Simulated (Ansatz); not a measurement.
The cluster B₄F⁻. The state is a singlet with charge -1. Geometry PBE-D4/def2-SVPD.

```xyz
5

B    -0.223   -0.579   -0.523
B     0.166    0.978   -0.273
B     0.509    1.326    1.197
B     0.146   -0.168    1.004
F    -0.598   -1.557   -1.405
```

The restricted singlet is unstable towards broken spin symmetry at other levels; at PBE-D4/def2-SVPD, B97M-V/def2-TZVPD, PBE0-D4/def2-SVPD, r2SCAN0-D4/def2-TZVPD this wasn't settled. At r2SCAN-D4/def2-TZVPD the restricted singlet is unstable: a solution with broken spin symmetry lies lower. The geometry of the singlet was relaxed on an unsound state (restricted singlet, unstable towards broken spin symmetry at other levels and untested here). The structure comes from a short search, and lower isomers may exist.

Q: Estimate the orbital energies around the gap (eV) in Ansatz with PBE-D4/def2-SVPD, r2SCAN-D4/def2-TZVPD, B97M-V/def2-TZVPD, PBE0-D4/def2-SVPD, r2SCAN0-D4/def2-TZVPD.

A: 
```json
{"orbital": "HOMO−13", "PBE-D4/def2-SVPD": "-173.55", "r2SCAN-D4/def2-TZVPD": "-176.58", "B97M-V/def2-TZVPD": "-179.69", "PBE0-D4/def2-SVPD": "-181.17", "r2SCAN0-D4/def2-TZVPD": "-183.34"}
{"orbital": "HOMO−12", "PBE-D4/def2-SVPD": "-171.90", "r2SCAN-D4/def2-TZVPD": "-174.94", "B97M-V/def2-TZVPD": "-177.99", "PBE0-D4/def2-SVPD": "-179.47", "r2SCAN0-D4/def2-TZVPD": "-181.67"}
{"orbital": "HOMO−11", "PBE-D4/def2-SVPD": "-171.76", "r2SCAN-D4/def2-TZVPD": "-174.77", "B97M-V/def2-TZVPD": "-177.86", "PBE0-D4/def2-SVPD": "-179.27", "r2SCAN0-D4/def2-TZVPD": "-181.46"}
{"orbital": "HOMO−10", "PBE-D4/def2-SVPD": "-171.75", "r2SCAN-D4/def2-TZVPD": "-174.77", "B97M-V/def2-TZVPD": "-177.86", "PBE0-D4/def2-SVPD": "-179.26", "r2SCAN0-D4/def2-TZVPD": "-181.45"}
{"orbital": "HOMO−9", "PBE-D4/def2-SVPD": "-24.79", "r2SCAN-D4/def2-TZVPD": "-26.89", "B97M-V/def2-TZVPD": "-27.97", "PBE0-D4/def2-SVPD": "-28.36", "r2SCAN0-D4/def2-TZVPD": "-29.96"}
{"orbital": "HOMO−8", "PBE-D4/def2-SVPD": "-10.22", "r2SCAN-D4/def2-TZVPD": "-11.22", "B97M-V/def2-TZVPD": "-11.48", "PBE0-D4/def2-SVPD": "-12.44", "r2SCAN0-D4/def2-TZVPD": "-13.11"}
{"orbital": "HOMO−7", "PBE-D4/def2-SVPD": "-8.27", "r2SCAN-D4/def2-TZVPD": "-8.81", "B97M-V/def2-TZVPD": "-8.97", "PBE0-D4/def2-SVPD": "-10.39", "r2SCAN0-D4/def2-TZVPD": "-10.76"}
{"orbital": "HOMO−6", "PBE-D4/def2-SVPD": "-6.06", "r2SCAN-D4/def2-TZVPD": "-6.49", "B97M-V/def2-TZVPD": "-6.55", "PBE0-D4/def2-SVPD": "-8.13", "r2SCAN0-D4/def2-TZVPD": "-8.47"}
{"orbital": "HOMO−5", "PBE-D4/def2-SVPD": "-5.98", "r2SCAN-D4/def2-TZVPD": "-6.46", "B97M-V/def2-TZVPD": "-6.55", "PBE0-D4/def2-SVPD": "-8.11", "r2SCAN0-D4/def2-TZVPD": "-8.42"}
{"orbital": "HOMO−4", "PBE-D4/def2-SVPD": "-4.88", "r2SCAN-D4/def2-TZVPD": "-5.48", "B97M-V/def2-TZVPD": "-5.65", "PBE0-D4/def2-SVPD": "-6.51", "r2SCAN0-D4/def2-TZVPD": "-6.91"}
{"orbital": "HOMO−3", "PBE-D4/def2-SVPD": "-2.59", "r2SCAN-D4/def2-TZVPD": "-3.10", "B97M-V/def2-TZVPD": "-3.17", "PBE0-D4/def2-SVPD": "-3.91", "r2SCAN0-D4/def2-TZVPD": "-4.28"}
{"orbital": "HOMO−2", "PBE-D4/def2-SVPD": "-1.35", "r2SCAN-D4/def2-TZVPD": "-1.56", "B97M-V/def2-TZVPD": "-1.44", "PBE0-D4/def2-SVPD": "-2.26", "r2SCAN0-D4/def2-TZVPD": "-2.42"}
{"orbital": "HOMO−1", "PBE-D4/def2-SVPD": "-0.22", "r2SCAN-D4/def2-TZVPD": "-0.38", "B97M-V/def2-TZVPD": "-0.40", "PBE0-D4/def2-SVPD": "-1.30", "r2SCAN0-D4/def2-TZVPD": "-1.41"}
{"orbital": "HOMO", "PBE-D4/def2-SVPD": "-0.10", "r2SCAN-D4/def2-TZVPD": "-0.30", "B97M-V/def2-TZVPD": "-0.35", "PBE0-D4/def2-SVPD": "-1.09", "r2SCAN0-D4/def2-TZVPD": "-1.19"}
{"orbital": "LUMO", "PBE-D4/def2-SVPD": "1.49", "r2SCAN-D4/def2-TZVPD": "1.47", "B97M-V/def2-TZVPD": "1.51", "PBE0-D4/def2-SVPD": "2.19", "r2SCAN0-D4/def2-TZVPD": "2.15"}
{"orbital": "LUMO+1", "PBE-D4/def2-SVPD": "3.02", "r2SCAN-D4/def2-TZVPD": "3.23", "B97M-V/def2-TZVPD": "3.30", "PBE0-D4/def2-SVPD": "3.87", "r2SCAN0-D4/def2-TZVPD": "3.94"}
{"orbital": "LUMO+2", "PBE-D4/def2-SVPD": "3.93", "r2SCAN-D4/def2-TZVPD": "3.84", "B97M-V/def2-TZVPD": "3.35", "PBE0-D4/def2-SVPD": "4.48", "r2SCAN0-D4/def2-TZVPD": "4.03"}
{"orbital": "LUMO+3", "PBE-D4/def2-SVPD": "4.18", "r2SCAN-D4/def2-TZVPD": "4.26", "B97M-V/def2-TZVPD": "3.51", "PBE0-D4/def2-SVPD": "4.94", "r2SCAN0-D4/def2-TZVPD": "4.36"}
{"orbital": "LUMO+4", "PBE-D4/def2-SVPD": "4.45", "r2SCAN-D4/def2-TZVPD": "4.36", "B97M-V/def2-TZVPD": "3.58", "PBE0-D4/def2-SVPD": "4.98", "r2SCAN0-D4/def2-TZVPD": "4.47"}
{"orbital": "LUMO+5", "PBE-D4/def2-SVPD": "4.62", "r2SCAN-D4/def2-TZVPD": "4.37", "B97M-V/def2-TZVPD": "4.22", "PBE0-D4/def2-SVPD": "5.09", "r2SCAN0-D4/def2-TZVPD": "4.98"}
```
